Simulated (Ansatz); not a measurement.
Consider the cleavage of the B–Ga bond: `C[B](C)[GaH2]` + `C=C=N` → `C=C=NB(C)C` + `[GaH3]`.

Program: Ansatz. Geometries: PBE0-D4/def2-TZVP. ΔE: electronic, gas phase. CBS: MP2 limit from def2 TZ/QZ plus the TZ coupled-cluster correction, frozen cores. This one scheme is used for every species. DFT in def2-TZVPP. For Ga outer-core shells are correlated without core-valence functions, which leaves a few kJ/mol of doubt a bond. Scalar relativity is left out up to krypton. Each species was taken in one conformer, which may not be the lowest.

`C[B](C)[GaH2]`:

Cartesian coordinates in Å:
```
C 1.426 0.603 -0.314
B 0.022 -0.017 -0.006
C -0.127 -1.575 -0.019
Ga -1.620 1.212 0.415
H 1.433 1.600 -0.758
H 1.899 0.712 0.677
H 2.083 -0.057 -0.890
H -0.905 -1.997 0.620
H -0.428 -1.812 -1.053
H 0.813 -2.109 0.152
H -2.659 1.673 -0.686
H -1.937 1.766 1.862
```

`C=C=N`:

```xyz
6

C    -0.451   -0.833    0.210
C     0.090    0.282   -0.200
N     0.535    1.307   -0.683
H     0.047   -1.776    0.034
H    -1.395   -0.819    0.737
H     1.174    1.839   -0.097
```

`C=C=NB(C)C`:

Cartesian coordinates in Å:
```
C -2.417 0.561 2.070
C -1.436 0.333 1.230
N -0.544 0.126 0.466
B 0.502 -0.118 -0.429
C 1.898 0.557 -0.170
C 0.245 -1.056 -1.665
H -3.392 0.126 1.900
H -2.256 1.186 2.938
H 1.999 1.007 0.818
H 2.055 1.348 -0.914
H 2.714 -0.157 -0.318
H 0.653 -0.618 -2.580
H 0.787 -1.997 -1.517
H -0.806 -1.298 -1.829
```

`[GaH3]`:

Z-matrix (Å, degrees):
```
Ga
H 1 1.568
H 1 1.568 2 120.0
H 1 1.568 2 120.0 3 -179.9
```

**Question.** Is it downhill or uphill in electronic energy at CCSD(T)/CBS, and by how much? (An estimate is asked.)

**Answer.** Computed: Downhill: ΔE = -130.1 kJ/mol.

**Question.** What do these levels give: r2SCAN-D4, ωB97M-V, r2SCAN, MP2/def2-TZVPP, SCS-MP2/def2-TZVPP, CCSD/def2-TZVPP, CCSD(T)/def2-TZVPP, HF/def2-QZVPP, MP2/def2-QZVPP, HF/CBS(def2), MP2/CBS(def2), CCSD/CBS(def2)? (Best estimate.)

**Answer.** Ansatz gave: r2SCAN-D4 -140.0, ωB97M-V -136.6, r2SCAN -139.6, MP2/def2-TZVPP -142.8, SCS-MP2/def2-TZVPP -140.8, CCSD/def2-TZVPP -133.3, CCSD(T)/def2-TZVPP -133.7, HF/def2-QZVPP -149.3, MP2/def2-QZVPP -141.2, HF/CBS(def2) -149.5, MP2/CBS(def2) -139.2, CCSD/CBS(def2) -129.7 kJ/mol.

Largest T1 diagnostic among the species: 0.015.

In def2-TZVPP, CCSD(T) changes the Hartree–Fock value by +14.2 kJ/mol (the triples alone add −0.3 kJ/mol) and MP2 by +5.1 kJ/mol.
